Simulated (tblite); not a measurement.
Record of a relaxation.

C₄H₇F₂OS (doublet state).
Atom-mapped SMILES: `[CH3:1][CH2:2][O:3][C:4]([F:5])([F:6])[CH2:7][S:8]` (hydrogens: H9, H10, H11 on C1; H12, H13 on C2; H14, H15 on C7)

Computed with GFN2-xTB (tblite), gas phase: L-BFGS steps from a force-field or distance-geometry start until the largest atomic force falls under 0.01 eV/Å. 10 of its 36 geometries are shown.

Step 0: E = -785.7266 eV, largest atomic force 2.394 eV/Å
```
atom  x, y, z in Å  |  force x, y, z in eV/Å
C1     -2.452   -0.219   -0.006   -0.800  -0.391   0.064
C2     -1.161    0.557   -0.109   -0.333  -0.371   0.716
O3     -0.077   -0.370    0.069    1.775   1.098  -0.259
C4      1.181    0.308   -0.022   -1.482  -1.764   0.649
F5      1.234    0.917   -1.212    0.377   0.426  -0.114
F6      1.187    1.256    0.945    0.417   0.197  -0.281
C7      2.315   -0.725    0.166    0.026   0.135   0.199
S8      4.054   -0.067    0.106   -1.370  -0.380   0.010
H9     -2.536   -0.725    0.964    0.107   0.223  -0.236
H10    -3.322    0.451   -0.123    0.498  -0.247   0.040
H11    -2.509   -0.995   -0.778    0.081   0.239   0.116
H12    -1.131    1.313    0.687    0.086  -0.012  -0.068
H13    -1.097    1.042   -1.068    0.155   0.222  -0.520
H14     2.142   -1.239    1.123    0.216   0.424  -0.052
H15     2.168   -1.497   -0.590    0.245   0.201  -0.263
```

Step 4: E = -785.9854 eV, largest atomic force 0.300 eV/Å
```
atom  x, y, z in Å  |  force x, y, z in eV/Å
C1     -2.463   -0.239   -0.002    0.056   0.004   0.003
C2     -1.174    0.549   -0.099    0.080   0.002  -0.010
O3     -0.043   -0.346    0.061   -0.005   0.110   0.004
C4      1.148    0.269   -0.007   -0.088   0.139  -0.078
F5      1.275    0.938   -1.197    0.137  -0.012  -0.004
F6      1.231    1.269    0.923    0.130   0.000   0.042
C7      2.285   -0.736    0.170   -0.219  -0.166   0.024
S8      3.943   -0.084    0.105    0.126   0.269  -0.044
H9     -2.535   -0.722    0.966    0.000  -0.054   0.019
H10    -3.299    0.444   -0.121   -0.008   0.000   0.001
H11    -2.507   -0.992   -0.782    0.013  -0.051  -0.003
H12    -1.126    1.311    0.687   -0.008  -0.015   0.005
H13    -1.090    1.041   -1.074   -0.015  -0.023   0.006
H14     2.159   -1.213    1.138   -0.109  -0.084   0.152
H15     2.191   -1.481   -0.615   -0.088  -0.119  -0.117
```

Step 8: E = -786.0033 eV, largest atomic force 0.151 eV/Å
```
atom  x, y, z in Å  |  force x, y, z in eV/Å
C1     -2.458   -0.244   -0.001    0.007  -0.001  -0.002
C2     -1.173    0.553   -0.099   -0.019   0.041  -0.008
O3     -0.042   -0.329    0.060    0.016  -0.028  -0.005
C4      1.150    0.275   -0.011    0.117  -0.028   0.020
F5      1.305    0.941   -1.198    0.016  -0.034   0.033
F6      1.261    1.271    0.925    0.026  -0.039  -0.021
C7      2.264   -0.758    0.173    0.117   0.061  -0.011
S8      3.919   -0.048    0.097   -0.148   0.002  -0.002
H9     -2.534   -0.730    0.967    0.029  -0.014  -0.008
H10    -3.294    0.440   -0.121   -0.015  -0.028   0.004
H11    -2.502   -0.998   -0.780    0.030  -0.010   0.012
H12    -1.127    1.311    0.688   -0.035   0.054   0.005
H13    -1.092    1.040   -1.076   -0.036   0.041  -0.016
H14     2.141   -1.221    1.155   -0.051  -0.025  -0.140
H15     2.178   -1.495   -0.629   -0.055   0.009   0.138
```

Step 12: E = -786.0085 eV, largest atomic force 0.047 eV/Å
```
atom  x, y, z in Å  |  force x, y, z in eV/Å
C1     -2.454   -0.245    0.000    0.012  -0.005   0.002
C2     -1.173    0.559   -0.100   -0.006   0.008   0.000
O3     -0.039   -0.323    0.059   -0.023   0.018  -0.003
C4      1.159    0.274   -0.010   -0.047   0.002   0.000
F5      1.318    0.938   -1.197    0.000   0.005  -0.014
F6      1.275    1.268    0.925    0.003   0.007   0.011
C7      2.265   -0.759    0.173   -0.044  -0.005   0.000
S8      3.902   -0.031    0.094    0.029  -0.011   0.004
H9     -2.528   -0.735    0.966    0.036   0.006   0.003
H10    -3.295    0.434   -0.120   -0.003  -0.035   0.004
H11    -2.496   -1.002   -0.778    0.035   0.005  -0.004
H12    -1.132    1.318    0.688   -0.007   0.019  -0.022
H13    -1.098    1.045   -1.078   -0.008   0.027   0.012
H14     2.127   -1.230    1.146    0.014  -0.018   0.015
H15     2.165   -1.502   -0.618    0.010  -0.023  -0.009
```

Step 16: E = -786.0103 eV, largest atomic force 0.074 eV/Å
```
atom  x, y, z in Å  |  force x, y, z in eV/Å
C1     -2.449   -0.247    0.000   -0.010   0.000  -0.002
C2     -1.176    0.566   -0.101   -0.019   0.044  -0.009
O3     -0.045   -0.316    0.057    0.015   0.022   0.003
C4      1.153    0.275   -0.010    0.069  -0.007  -0.001
F5      1.321    0.938   -1.198   -0.031   0.004   0.014
F6      1.279    1.267    0.926   -0.036  -0.007  -0.018
C7      2.257   -0.762    0.173    0.062  -0.039   0.008
S8      3.898   -0.032    0.095   -0.036  -0.038   0.003
H9     -2.513   -0.736    0.968    0.021  -0.015   0.001
H10    -3.298    0.419   -0.118   -0.028  -0.008   0.002
H11    -2.480   -1.003   -0.779    0.022  -0.017   0.005
H12    -1.137    1.329    0.683   -0.002   0.016   0.035
H13    -1.103    1.057   -1.077   -0.001   0.006  -0.037
H14     2.126   -1.238    1.145   -0.013   0.022   0.025
H15     2.163   -1.510   -0.614   -0.011   0.018  -0.029
```

Step 19: E = -786.0117 eV, largest atomic force 0.033 eV/Å
```
atom  x, y, z in Å  |  force x, y, z in eV/Å
C1     -2.446   -0.249    0.000    0.014   0.015  -0.003
C2     -1.180    0.578   -0.103    0.031   0.003   0.000
O3     -0.049   -0.307    0.056    0.007  -0.012   0.000
C4      1.154    0.275   -0.010   -0.005   0.004  -0.003
F5      1.320    0.938   -1.198    0.016  -0.006   0.012
F6      1.279    1.266    0.926    0.013   0.000  -0.005
C7      2.256   -0.768    0.174   -0.025   0.013  -0.002
S8      3.893   -0.038    0.096    0.015  -0.024   0.000
H9     -2.496   -0.738    0.969    0.003  -0.010  -0.012
H10    -3.305    0.405   -0.116   -0.020  -0.010   0.003
H11    -2.463   -1.005   -0.779    0.003  -0.009   0.015
H12    -1.142    1.341    0.681   -0.008  -0.001   0.019
H13    -1.108    1.069   -1.079   -0.004  -0.010  -0.015
H14     2.124   -1.243    1.147   -0.023   0.023  -0.002
H15     2.160   -1.516   -0.615   -0.017   0.025  -0.007
```

Step 23: E = -786.0123 eV, largest atomic force 0.032 eV/Å
```
atom  x, y, z in Å  |  force x, y, z in eV/Å
C1     -2.443   -0.248    0.000   -0.011  -0.023   0.004
C2     -1.179    0.582   -0.103   -0.030  -0.012   0.001
O3     -0.050   -0.305    0.056    0.002   0.019  -0.001
C4      1.154    0.276   -0.010    0.009   0.017   0.000
F5      1.323    0.938   -1.197    0.004   0.013  -0.015
F6      1.281    1.267    0.926    0.001   0.013   0.007
C7      2.252   -0.768    0.174    0.014   0.003   0.000
S8      3.894   -0.046    0.097    0.001  -0.021   0.002
H9     -2.489   -0.740    0.967    0.003   0.004   0.013
H10    -3.309    0.397   -0.115    0.019  -0.004   0.000
H11    -2.457   -1.008   -0.776    0.003   0.002  -0.012
H12    -1.144    1.344    0.684    0.011  -0.010  -0.019
H13    -1.110    1.071   -1.082    0.011  -0.001   0.020
H14     2.118   -1.239    1.148   -0.017  -0.002  -0.005
H15     2.155   -1.512   -0.617   -0.018   0.001   0.004
```

Step 27: E = -786.0131 eV, largest atomic force 0.040 eV/Å
```
atom  x, y, z in Å  |  force x, y, z in eV/Å
C1     -2.439   -0.253    0.001    0.019  -0.005   0.001
C2     -1.182    0.586   -0.104    0.040   0.001  -0.001
O3     -0.050   -0.296    0.055    0.025  -0.010   0.002
C4      1.155    0.283   -0.011    0.012   0.009  -0.007
F5      1.329    0.942   -1.199   -0.015   0.027   0.018
F6      1.286    1.272    0.927   -0.009   0.021  -0.022
C7      2.247   -0.767    0.174   -0.016  -0.007  -0.001
S8      3.897   -0.065    0.099    0.000  -0.011   0.006
H9     -2.477   -0.744    0.969   -0.013  -0.012   0.013
H10    -3.312    0.383   -0.113    0.005   0.008  -0.002
H11    -2.444   -1.012   -0.775   -0.013  -0.016  -0.010
H12    -1.146    1.347    0.681   -0.015   0.013   0.013
H13    -1.111    1.075   -1.081   -0.018   0.009  -0.016
H14     2.102   -1.237    1.147    0.004  -0.013  -0.001
H15     2.140   -1.509   -0.618   -0.005  -0.013   0.006
```

Step 31: E = -786.0138 eV, largest atomic force 0.026 eV/Å
```
atom  x, y, z in Å  |  force x, y, z in eV/Å
C1     -2.434   -0.258    0.002    0.002   0.007  -0.002
C2     -1.180    0.587   -0.104   -0.021   0.003   0.000
O3     -0.044   -0.290    0.054   -0.014   0.012  -0.004
C4      1.159    0.292   -0.012   -0.008   0.000   0.003
F5      1.331    0.952   -1.199    0.002   0.007  -0.005
F6      1.288    1.282    0.924    0.007   0.005   0.001
C7      2.242   -0.767    0.174    0.008   0.001  -0.002
S8      3.900   -0.084    0.102    0.003  -0.005   0.004
H9     -2.472   -0.748    0.971    0.002  -0.003  -0.026
H10    -3.309    0.375   -0.112    0.021   0.000   0.001
H11    -2.439   -1.017   -0.776    0.002   0.003   0.025
H12    -1.150    1.350    0.681   -0.003  -0.010  -0.003
H13    -1.114    1.077   -1.082   -0.007  -0.010   0.006
H14     2.090   -1.236    1.146    0.007  -0.004  -0.002
H15     2.127   -1.507   -0.618    0.001  -0.008   0.003
```

Step 35: E = -786.0139 eV, largest atomic force 0.009 eV/Å
```
atom  x, y, z in Å  |  force x, y, z in eV/Å
C1     -2.433   -0.259    0.002   -0.003  -0.002   0.000
C2     -1.181    0.589   -0.104    0.005   0.000   0.000
O3     -0.045   -0.287    0.053    0.003  -0.001   0.001
C4      1.159    0.294   -0.013    0.001   0.001  -0.001
F5      1.332    0.955   -1.199    0.002  -0.001   0.000
F6      1.289    1.284    0.923    0.004  -0.002   0.002
C7      2.241   -0.767    0.174   -0.004   0.001  -0.001
S8      3.900   -0.088    0.103    0.003  -0.002   0.001
H9     -2.469   -0.750    0.970   -0.001  -0.004   0.006
H10    -3.308    0.373   -0.112   -0.005   0.007  -0.002
H11    -2.436   -1.019   -0.774    0.000  -0.005  -0.005
H12    -1.151    1.351    0.681   -0.005   0.003   0.003
H13    -1.116    1.078   -1.082   -0.006   0.002  -0.004
H14     2.089   -1.237    1.146    0.003   0.002   0.000
H15     2.125   -1.508   -0.618    0.002   0.000   0.000
```

Q: Summarise the path.

A: The energy falls by 6.63 kcal/mol from step 0 to step 35; nine tenths of that is first reached at step 4. It falls at every step. The largest force goes from 2.394 to 0.009 eV/Å. Among the bonds O3–C4 changes most, from 1.432 to 1.338 Å; the atoms move by 0.079 Å rms after alignment.

The cost below is that of the whole relaxation. Hardware: one thread of an Arm Neoverse V2, shared host with 96 logical CPUs at a one-minute load of 45. Cost: 0.2 s of wall time.
